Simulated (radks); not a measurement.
Excited configurations of Gd4+: one electron is placed in a higher orbital outside [Kr] 4d10 4f6 5s2 5p5. The ground configuration is [Xe] 4f6. All-electron calculation, scalar-relativistic Kohn-Sham, PBE, spin-polarised, spherical densities, point nucleus; open shells are filled with parallel spins first (spin-orbit coupling, left out, can overturn this in heavy ions). Program: a radial shooting solver on a logarithmic mesh with Libxc functionals. Excitation = E - E(ground); binding = E(ion) - E, where the ion is the core of charge +5; n* = 5/sqrt(2 binding) in atomic units, and the quantum defect is n - n*.

| outer orbital | excitation (eV) | binding (eV) | n* | quantum defect | eigenvalue (eV) | <r> (bohr) |
|---|---|---|---|---|---|---|
| 5d | 27.573 | 45.320 | 2.740 | 2.260 | -39.673 | 1.900 |
| 6s | 34.239 | 38.654 | 2.966 | 3.034 | -34.989 | 2.768 |
| 6d | 49.845 | 23.049 | 3.842 | 2.158 | -20.859 | 4.051 |
| 6f | 58.105 | 14.788 | 4.796 | 1.204 | -13.263 | 5.878 |
| 7d | 58.236 | 14.657 | 4.817 | 2.183 | -13.319 | 6.632 |

Estimate the row for 6p.

Answer. excitation (eV) 41.044; binding (eV) 31.850; n* 3.268; quantum defect 2.732; eigenvalue (eV) -28.772; <r> (bohr) 3.173. The Delta-SCF ionisation energy is 72.893 eV. Self-interaction in the functional shifts the binding energies and quantum defects, so they are the method's values and not measured ones. Open shells are spherical and high-spin; term and fine-structure splittings are not resolved. Spin-orbit splitting is averaged out at the scalar-relativistic level.
